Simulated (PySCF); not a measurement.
**XPS shifts beside NMR shieldings**

Species: C5H5NO.
Numbering: `[CH2:1]=[CH:2][O:3]/[CH:4]=[CH:5]\[C:6]#[N:7]`

Binding energies: delta-SCF UKS SCAN, pcX-2 on the ionised atom, pcseg-1 elsewhere, spin-free X2C (PySCF). Shieldings: GIAO PBE0/pcSseg-1, non-relativistic, same geometry.

| atom | C 1s (eV) |
| --- | --- |
| C1 | 290.45 |
| C2 | 292.62 |
| C4 | 293.06 |
| C5 | 291.49 |
| C6 | 292.05 |

Question: What are the absolute isotropic shieldings of these atoms?

Answer: 
| atom | environment | C 1s (eV) | isotropic shielding (ppm) |
| --- | --- | --- | --- |
| C1 | terminal =CH2 carbon | 290.45 | 81.9 |
| C5 | alkene CH carbon | 291.49 | 111.4 |
| C6 | nitrile carbon | 292.05 | 65.0 |
| C2 | vinylic carbon bearing oxygen | 292.62 | 34.8 |
| C4 | vinylic carbon bearing oxygen | 293.06 | 24.7 |

Question: Among the listed atoms, is the one with the highest binding energy also the least shielded?

Answer: Yes: C4 has both (293.06 eV, 24.7 ppm).

By binding energy: C1 < C5 < C6 < C2 < C4. By shielding: C4 < C2 < C6 < C1 < C5.

The unrestricted hole states depart most from a pure doublet (⟨S²⟩ = 0.75; over 0.85 named) for C 1s of C4 (0.89), which makes this value less certain. One conformer (not necessarily the lowest) at the GFN2-xTB geometry, without solvent, vibrations or thermal averaging.

The values belong to the conformer `[CH2:1]=[CH:2][O:3]/[CH:4]=[CH:5]\[C:6]#[N:7]`: C1–C2–O3–C4 -179°, C2–O3–C4–C5 0°.
